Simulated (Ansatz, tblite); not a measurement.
Ga oxide hydroxide: gap (eV) at several levels, gas phase, relaxed structures; Ansatz, xTB through tblite. Clusters are the lowest isomers that short searches found in that spin, judged at the geometry's level. A dash marks a value that wasn't run or was left out as unsound. The structures are stationary points that may keep the symmetry of their start. Remarks come from the PBE and PBE0 runs and from stability tests at other levels; not every state was tested.

| species | state | geometry | GFN1-xTB | GFN2-xTB | PBE-D4/def2-SVP | PBE-D4/def2-TZVP | PBE0-D4/def2-SVP | PBE0-D4/def2-TZVP | remarks |
| --- | --- | --- | --- | --- | --- | --- | --- | --- | --- |
| GaO2H | singlet | B3LYP-D4/def2-TZVP | 5.51 | 3.16 | 3.25 | 3.32 | 5.58 | 5.65 | – |
| GaO3H3 | singlet | PBE-D4/def2-SVP | 6.94 | 4.57 | 4.93 | 5.07 | 7.65 | 7.73 | – |
| Ga4O8H4 | singlet | PBE-D4/def2-SVP | 4.68 | 2.41 | 1.65 | 1.81 | 4.33 | 4.42 | restricted SCF unstable in HF |
| Ga4O9H6 (with an O–O bond) | singlet | r2SCAN-D4/def2-SVP | 5.24 | 3.23 | 3.72 | – | 6.34 | – | – |

Over the 3 species that have every level, the mean is 5.71 at GFN1-xTB, 3.38 at GFN2-xTB, 3.28 at PBE-D4/def2-SVP, 3.40 at PBE-D4/def2-TZVP, 5.85 at PBE0-D4/def2-SVP, 5.93 at PBE0-D4/def2-TZVP. Orbital gaps grow with the share of exact exchange and aren't one observable across functionals.
